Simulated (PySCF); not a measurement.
Al(H)(Br)(vinyl) (C2H4AlBr), SMILES C=[CH][AlH][Br].

Geometry: TPSSh-D3(BJ)/def2-SVP. The structure was generated by enumeration; whether it is a known compound was not checked. One conformer was computed; it need not be the lowest.

Level of theory: IEF-PCM-M06-2X/def2-SVP (PySCF).

The values are the electrostatic part of the solvation free energy, E(continuum) − E(gas) at the gas-phase geometry, in a cavity of scaled van der Waals radii (PySCF's table); cavitation and dispersion terms are not included. A continuum can't describe solvent molecules that bind to the metal. In vacuum the orbital gap is 8.17 eV. The dipole moment in vacuum is 2.13 D.

```json
[
 {"solvent": "water", "ε": "78.36", "ΔG(elec) (kcal/mol)": "-4.5", "dipole (D)": "2.68", "gap (eV)": "8.48"},
 {"solvent": "benzene", "ε": "2.27", "ΔG(elec) (kcal/mol)": "-2.0", "dipole (D)": "2.39", "gap (eV)": "8.32"},
 {"solvent": "dichloromethane", "ε": "8.93", "ΔG(elec) (kcal/mol)": "-3.8", "dipole (D)": "2.60", "gap (eV)": "8.44"}
]
```
